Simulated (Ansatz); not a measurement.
Computed with Ansatz on PBE0-D4/def2-TZVP structures; ΔE is electronic, products minus reactants. CCSD(T)/CBS adds triple-zeta CCSD(T) − MP2 to the extrapolated MP2 energy (def2 sets, frozen cores). This one scheme is used for every species. One conformer a species, not always the lowest.

Reaction (ligand exchange at a B–N bond): `CNB(C)N` + H₂S → `CB(N)S` + CH₃NH₂

`CNB(C)N`:

Z-matrix (Å, degrees):
```
C
N 1 1.439
H 1 1.090 2 109.7
H 1 1.097 2 112.3 3 -119.3
H 1 1.097 2 112.2 3 119.2
B 2 1.416 1 127.1 3 0.4
H 2 1.007 1 113.7 3 -179.8
N 6 1.418 2 119.5 1 179.9
C 6 1.582 2 121.1 1 -0.1
H 8 1.005 6 124.5 2 0.0
H 8 1.003 6 122.0 2 180.0
H 9 1.095 6 111.6 2 59.6
H 9 1.093 6 112.3 2 -180.0
H 9 1.095 6 111.7 2 -59.5
```

H₂S:

```xyz
3

S     0.609   -0.096   -0.059
H    -0.401   -0.820    0.445
H    -0.209    0.916   -0.385
```

`CB(N)S`:

```xyz
10

C     1.248   -0.621   -0.124
B    -0.228   -0.086   -0.028
N    -0.504    1.242    0.306
S    -1.564   -1.286   -0.374
H     1.409   -1.456    0.564
H     1.990    0.148    0.104
H     1.461   -1.003   -1.127
H    -1.427    1.631    0.379
H     0.230    1.902    0.496
H    -2.616   -0.470   -0.196
```

CH₃NH₂:

```xyz
7

C    -0.478    0.075    0.298
N     0.865    0.105   -0.257
H    -1.178   -0.612   -0.200
H    -0.910    1.077    0.256
H    -0.428   -0.207    1.352
H     0.842    0.375   -1.232
H     1.287   -0.813   -0.218
```

```tsv
species	SCS-MP2/def2-TZVPP energy (Eh)
`CNB(C)N`	-215.62099
H₂S	-398.90298
`CB(N)S`	-518.84914
CH₃NH₂	-95.66487
```

Q: Work out ΔE.

A: ΔE = (-518.84914) + (-95.66487) − (-215.62099) − (-398.90298) = 0.00996 Eh = +6.2 kcal/mol. CCSD(T)/CBS gives +6.4 kcal/mol.

Largest T1 diagnostic among the species: 0.011.
